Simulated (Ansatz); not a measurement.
C2H8S2Si (`CSCS[SiH3]`), relaxed with RKS PBE-D4/def2-SVP in Ansatz from a rough embedded geometry. The force threshold is 0.03 eV/Å; the program also tests the step.

Total charge 0; spin multiplicity 1.

Start:

```xyz
13

C    -1.077   -2.159   -0.051
S    -0.704   -0.874   -1.170
C     0.873   -0.376   -0.475
S     0.821    0.551    1.082
Si    0.234    2.528    0.500
H    -0.291   -2.968    0.008
H    -1.993   -2.692   -0.351
H    -1.224   -1.814    1.003
H     1.440    0.229   -1.258
H     1.531   -1.262   -0.359
H    -1.134    2.519   -0.094
H     1.246    2.961   -0.541
H     0.278    3.359    1.707
```

Q: By how much does the energy fall, and how many steps does the optimiser take? (An estimate is asked.)

A: The calculation gave: 0.29 eV, in 13 steps, 2 of them rejected.

Q: Which bonds change most? (Best estimate.)

A: Computed: C1–S2 from 1.744 to 1.818 Å; Si5–H13 from 1.467 to 1.504 Å; C3–S4 from 1.813 to 1.850 Å; C3–H9 from 1.140 to 1.109 Å.

Q: Give the relaxed structure. (Best estimate.)

A: Computed: 
```xyz
13

C    -1.133   -1.694   -0.058
S    -0.253   -0.749   -1.337
C     1.335   -0.483   -0.498
S     1.282    0.466    1.089
Si   -0.051    2.072    0.495
H    -0.710   -2.712    0.056
H    -2.188   -1.773   -0.384
H    -1.082   -1.155    0.909
H     1.967    0.053   -1.234
H     1.827   -1.447   -0.251
H    -1.505    1.688    0.486
H     0.345    2.633   -0.842
H     0.167    3.102    1.569
```
